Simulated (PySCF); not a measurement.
# Two-component Hartree-Fock for S²⁺ (sulfur, charge +2)

Start: [Ne] 3s2 3p2; 3p3/2 filled at m_j = +1/2, +3/2. Calculated with PySCF 2.14 in x2c-TZVPall-2c with one added diffuse shell each of s, p type (6s7p2d1f, 44 functions): generalised Hartree-Fock with the X2C-1e Hamiltonian and a Gaussian nucleus; one run each with spin-orbit coupling (SO) switched off, then screened by Boettger's factors. This is a chosen level, not necessarily the ground level.

```
spinor shell  electrons  ε, spin-free (eV)  ε, screened SO (eV)  weight of nominal j (screened SO)  rms radius, screened SO (bohr)
       1s1/2          2            -2537.8              -2537.8                              1.000                           0.112
       2s1/2          2            -272.13              -272.14                              1.000                           0.515
       2p1/2          2            -207.49              -208.44                              0.878                           0.489
       2p3/2          4            -207.49              -207.03                              0.939                           0.491
       3s1/2          2            -45.275              -45.280                              0.999                            1.71
       3p3/2          2            -34.602              -34.586                              0.814                            1.90
```

| quantity | spin-free | screened SO |
| --- | --- | --- |
| E (hartree) | -397.40733 | -397.40670 |
| M_J | 2 | 2 |
| ⟨J²⟩ | 6.011 | 6.010 |
| ⟨L²⟩ | 2.008 | 2.015 |
| ⟨S²⟩ | 2.003 | 2.000 |

Each row is a mean over spinors that exchange with the open shell spreads, by up to 6.614 eV (3s1/2).

Rows whose weight is well below 1 are mixtures of j = l ± 1/2: exchange outweighs spin-orbit coupling there, and the label is only the starting occupation.

Without spin-orbit coupling the j labels of p, d and f shells carry no meaning; the spin-free column gives the mean over the occupied spinors of each nl shell.
